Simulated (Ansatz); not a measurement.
`[AlH2][NH][SiH2]Cl` + `[NH2][GeH3]` → `Cl[SiH2][NH][GeH3]` + `[NH2][AlH2]` at 400 K and 1 bar (ligand exchange at the Si–N bond).

Program: Ansatz. Geometries: PBE0-D4/def2-TZVP. ΔE: electronic, gas phase. CBS: MP2 limit from def2 TZ/QZ plus the TZ coupled-cluster correction, frozen cores. This one scheme is used for every species. For Ge outer-core shells are correlated without core-valence functions, which leaves a few kJ/mol of doubt a bond. Scalar relativity is left out up to krypton. Each species was taken in one conformer, which may not be the lowest.

```json
{"species": "`[AlH2][NH][SiH2]Cl`", "CCSD(T)/CBS energy (Eh)": "-1048.68684", "H − E (kJ/mol)": "161.0", "S (J/(mol·K))": "380.6"}
{"species": "`[NH2][GeH3]`", "CCSD(T)/CBS energy (Eh)": "-2133.81884", "H − E (kJ/mol)": "149.5", "S (J/(mol·K))": "296.9"}
{"species": "`Cl[SiH2][NH][GeH3]`", "CCSD(T)/CBS energy (Eh)": "-2883.36260", "H − E (kJ/mol)": "188.3", "S (J/(mol·K))": "403.0"}
{"species": "`[NH2][AlH2]`", "CCSD(T)/CBS energy (Eh)": "-299.14566", "H − E (kJ/mol)": "122.0", "S (J/(mol·K))": "272.0"}
```

H − E and S are ideal-gas, rigid-rotor, harmonic terms from PBE0-D4/def2-TZVP, for one conformer and one mirror image of each species. 1 Eh = 2625.50 kJ/mol, R = 8.31446 J/(mol·K).

Q: By hand: ΔE, ΔH, ΔS and ΔG.

A: ΔE = (-2883.36260) + (-299.14566) − (-1048.68684) − (-2133.81884) = -0.00258 Eh = -6.8 kJ/mol. Δ(H − E) = 188.3 + 122.0 − 161.0 − 149.5 = -0.2, so ΔH = -7.0 kJ/mol. ΔS = 403.0 + 272.0 − 380.6 − 296.9 = -2.5 J/(mol·K). ΔG = -7.0 − 400 × (-2.5)/1000 = -6.0 kJ/mol.

Q: By hand: the equilibrium constant, and the temperature at which ΔG would vanish if ΔH and ΔS stayed fixed.

A: log₁₀ K = −ΔG/(RT ln 10) = 0.8. ΔG = 0 at ΔH/ΔS = 2800 K, far beyond where these terms or the molecules hold.

The number of gas molecules stays the same, so ΔS is small and ΔH decides. A doubt of 5 kJ/mol in ΔE shifts log₁₀ K by 0.7 here. Other conformers and mirror images would add mixing entropy, several J/(mol·K) or more a flexible species. Modes under 60 cm⁻¹, often nearly free rotors, make the harmonic entropy too high. These are equilibria of isolated gas molecules and say nothing of rates. Largest T1 diagnostic: 0.011 (customary marks: 0.02 for closed shells, 0.045 for open ones).
